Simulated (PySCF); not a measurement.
Se, charge +1, quartet; WB97X/def2-SVPD (PySCF).

Input for PySCF:
```python
from pyscf import gto, scf, dft

mol = gto.M(
    atom='''
Se    0.000000    0.000000    0.000000
''',
    basis='def2-svpd',
    charge=1,
    spin=3,
    verbose=4,
)

mf = dft.UKS(mol)
mf.xc = 'wb97x'
mf.grids.atom_grid = (99, 590)
mf.grids.prune = None
mf.kernel()
```

Q: Predict the main parts of the log of this PySCF run.

A: 
```
PySCF version 2.14.0

[INPUT] verbose = 4
[INPUT] num. atoms = 1
[INPUT] num. electrons = 33
[INPUT] charge = 1
[INPUT] spin (= nelec alpha-beta = 2S) = 3
[INPUT] symmetry False subgroup None
[INPUT] Mole.unit = angstrom
[INPUT] Symbol           X                Y                Z      unit          X                Y                Z       unit  Magmom
[INPUT]  1 Se     0.000000000000   0.000000000000   0.000000000000 AA    0.000000000000   0.000000000000   0.000000000000 Bohr   0.0

nuclear repulsion = 0
number of shells = 15
number of NR pGTOs = 83
number of NR cGTOs = 41
basis = def2-svpd
ecp = {}

******** <class 'pyscf.dft.uks.UKS'> ********
method = UKS
initial guess = minao
damping factor = 0
level_shift factor = 0
DIIS = <class 'pyscf.scf.diis.CDIIS'>
diis_start_cycle = 1
diis_space = 8
diis_damp = 0
SCF conv_tol = 1e-09
SCF conv_tol_grad = None
SCF max_cycles = 50
direct_scf = True
direct_scf_tol = 1e-13
number electrons alpha = 18  beta = 15
XC library pyscf.dft.libxc version 7.1.2
    S. Lehtola, C. Steigemann, M. J. T. Oliveira, and M. A. L. Marques,  SoftwareX 7, 1–5 (2018)
XC functionals = wb97x
    J.-D. Chai and M. Head-Gordon,  J. Chem. Phys. 128, 084106 (2008)
radial grids:
    Treutler-Ahlrichs [JCP 102, 346 (1995); DOI:10.1063/1.469408] (M4) radial grids

becke partition: Becke, JCP 88, 2547 (1988); DOI:10.1063/1.454033
pruning grids: None
grids dens level: 3
symmetrized grids: False
atomic radii adjust function: <function treutler_atomic_radii_adjust>
User specified grid scheme (99, 590)
small_rho_cutoff = 0
Set gradient conv threshold to 3.16228e-05
tot grids = 58416
init E= -2400.11909865531

cycle= 1 E= -2400.81373586859  delta_E= -0.695  |g|= 0.271  |ddm|= 0.991
cycle= 2 E= -2400.86187167791  delta_E= -0.0481  |g|= 0.177  |ddm|= 0.558
cycle= 3 E= -2400.86665315763  delta_E= -0.00478  |g|= 0.0189  |ddm|= 0.13
cycle= 4 E= -2400.86694703416  delta_E= -0.000294  |g|= 0.00384  |ddm|= 0.0574
cycle= 5 E= -2400.86696422979  delta_E= -1.72e-05  |g|= 0.000563  |ddm|= 0.0143
cycle= 6 E= -2400.86696469272  delta_E= -4.63e-07  |g|= 4.84e-05  |ddm|= 0.00235
cycle= 7 E= -2400.86696469587  delta_E= -3.15e-09  |g|= 2.3e-06  |ddm|= 0.000209
cycle= 8 E= -2400.86696469587  delta_E= -5e-12  |g|= 2.27e-07  |ddm|= 1.05e-05
Extra cycle  E= -2400.86696469587  delta_E= 4.55e-13  |g|= 4.73e-08  |ddm|= 1.03e-06
converged SCF energy = -2400.86696469587  <S^2> = 3.7504391  2S+1 = 4.0002196
```
